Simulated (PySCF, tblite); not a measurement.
Calculations on `C[CH2][GaH][Cl]`, in the order of a workflow; each names the level of the geometry that it ran on. Settings lines and outputs come from a driver script.

C2H6ClGa.
Numbering: `[CH3:1][CH2:2][GaH:3][Cl:4]` (hydrogens: H5, H6, H7 on C1; H8, H9 on C2; H10 on Ga3)

Step 1: GFN2-xTB geometry optimisation, gas phase (tblite 0.8.0) (from a force-field or distance-geometry start)
```json
{"job": {"kind": "relax", "xc": "GFN2-xTB", "basis": "xTB"}, "charge": 0, "multiplicity": 1}
```
```
step      E/eV     max force
  0    -356.01980    2.271
  1    -356.21035    1.982
  2    -356.55888    1.570
...
 91    -357.25113    0.010
 92    -357.25115    0.013
 93    -357.25118    0.016
 94    -357.25121    0.012
 95    -357.25122    0.007
```

Energy lowered by 28.4 kcal/mol over 95 steps; largest atomic force 0.007 eV/Å at the end. «max force» is the largest atomic force in eV/Å.

The run took 0.67 s on one thread of an Arm Neoverse N1, no GPU, on a shared host.

Step 2: GFN2-xTB harmonic vibrations, gas phase (tblite 0.8.0) (on the GFN2-xTB geometry)
```json
{"job": {"kind": "ir", "xc": "GFN2-xTB", "basis": "xTB"}, "charge": 0, "multiplicity": 1}
```
```
(table of modes left out)
```

24 modes from 46 to 3002 cm⁻¹ (unscaled, harmonic); zero-point energy 43.3 kcal/mol; all wavenumbers are real at this level.

Time: 0.31 s of wall time. Hardware: Arm Neoverse N1, one thread, no GPU, shared host.

Step 3: TDDFT wB97X-D/def2-SVPD, vertical, gas phase, core orbitals frozen in the response (PySCF 2.14.0, density-fitted response routines) (on the GFN2-xTB geometry)
```json
{"job": {"kind": "uv", "xc": "wB97X-D", "basis": "def2-SVPD", "nstates": 8, "ntriplets": 3}, "charge": 0, "multiplicity": 1}
```
```
...
Static polarisability (au): isotropic 67.506, principal 52.440 70.752 79.325
Singlet excitations
state   eV       nm        f      main configurations
  1   4.9756    249.2   0.00037   H->L 0.98
  2   6.6955    185.2   0.00699   H-1->L 0.97
  3   6.7467    183.8   0.13017   H->L+1 0.83, H->L+2 0.10
  4   7.1017    174.6   0.01243   H-3->L 0.98
  5   7.1964    172.3   0.03692   H-2->L 0.92
  6   7.4756    165.9   0.05229   H->L+2 0.65, H->L+3 0.16, H->L+1 0.09
  7   7.9088    156.8   0.06556   H-1->L+1 0.34, H->L+3 0.22, H-4->L 0.20
  8   8.0258    154.5   0.01557   H-4->L 0.68, H-1->L+1 0.19
Triplet excitations (Tamm-Dancoff, eV): 4.7077 5.8244 6.3755
```

HOMO -9.49 eV, LUMO 0.30 eV; lowest singlet 4.98 eV; lowest triplet 4.71 eV (Tamm–Dancoff); mean polarisability 67.5 au.

Time: 28 s wall; peak memory 0.66 GiB. Hardware: one thread of an Arm Neoverse N1, no GPU, on a shared host.

Geometry of the electronic-property runs (GFN2-xTB):
```
atom  x, y, z in Å
C1    -1.0892    0.5229    0.3404
C2    -0.4326   -0.5448   -0.5354
Ga3    1.6122   -0.3022   -0.5361
Cl4    2.5615    1.2160    0.5402
H5    -2.1729    0.4066    0.3568
H6    -0.7234    0.4584    1.3675
H7    -0.8584    1.5229   -0.0330
H8    -0.6820   -1.5470   -0.1702
H9    -0.8089   -0.4830   -1.5621
H10    2.6026   -1.2452   -1.3492
```

 (This holds for the electronic-property runs.)

One conformer stands for the species.

wB97X-D is run here without its empirical dispersion term; that term would change no orbital, density or response property at a fixed geometry.
